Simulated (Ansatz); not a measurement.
## Ligand exchange: LiBr + GeH2(CH3)(SH) → LiSH + GeH2(CH3)Br

Species: LiBr, singlet; GeH2(CH3)(SH), singlet; LiSH `[Li][SH]`, singlet; GeH2(CH3)Br, singlet. The partners trade Br for SH: Li–Br and Ge–SH bonds give way to Li–SH and Ge–Br.

Shapes, held fixed at every level: PBE0-D4/def2-TZVP. Flexible molecules stand in one conformer, not always the lowest. Programs: Ansatz 0.2.0. The zero-point and thermal change to 298 K, harmonic and unscaled (PBE0-D4/def2-TZVP), is -2.8 kJ/mol.

Problem. Estimate ΔH(298 K) of this reaction.

Solution. The highest level, CCSD(T)/def2-TZVPP, gives ΔH(298 K) = +54.6 kJ/mol; the levels span +53.7 to +68.0. The column of differences is taken from that level and isn't an error. No measured value is set beside it here. Relativity is left out for Br, Ge. Outer-core shells of Br, Ge, Li are correlated, in sets that cover them unevenly.

```tsv
level	kind	ΔH(298 K) (kJ/mol)	less CCSD(T)/def2-TZVPP
HF/def2-SVP	Hartree–Fock	+64.1	+9.5
HF/def2-TZVPP	Hartree–Fock	+60.7	+6.1
SPW92/def2-TZVPP	LDA	+53.7	-0.9
r2SCAN-D4/def2-TZVPP	meta-GGA	+56.5	+1.9
wB97X-V/def2-TZVPP	range-separated hybrid	+56.2	+1.6
B2PLYP/def2-TZVPP	double hybrid	+55.2	+0.6
MP2/def2-SVP	perturbation theory	+68.0	+13.4
CCSD(T)/def2-TZVPP	coupled cluster or CI	+54.6	0.0
```
